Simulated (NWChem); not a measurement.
## A calculation on H4AlN

```xyz
6

Al     0.0000     0.0000    -0.6574
H     -1.4182     0.0000    -1.3946
H      1.4182     0.0000    -1.3946
N      0.0000     0.0000     1.1285
H     -0.8364     0.0000     1.7180
H      0.8364     0.0000     1.7180
```
Charge 0, spin multiplicity 1.

Everything below was run with NWChem. All single points use one geometry, from PBE/def2-SVP, a minimum by its harmonic frequencies. It is one conformer; others weren't searched.

Symmetry labels belong to the abelian group C2v used in the runs, with the axes of the coordinates shown.

B3LYP has NWChem's definition, with VWN1-RPA local correlation. The structure started from a generated list of species.

Problem. List the lowest 4 singlet excitations that TD-B3LYP/aug-cc-pVDZ, VWN1-RPA local correlation gives, with oscillator strengths.

Solution. 
| state | symmetry | energy (eV) | wavelength (nm) | f |
|---|---|---|---|---|
| 1 | a1 | 5.74 | 216 | 0.086 |
| 2 | b2 | 5.78 | 214 | 0.069 |
| 3 | a2 | 5.99 | 207 | 0.000 |
| 4 | a2 | 6.89 | 180 | 0.000 |
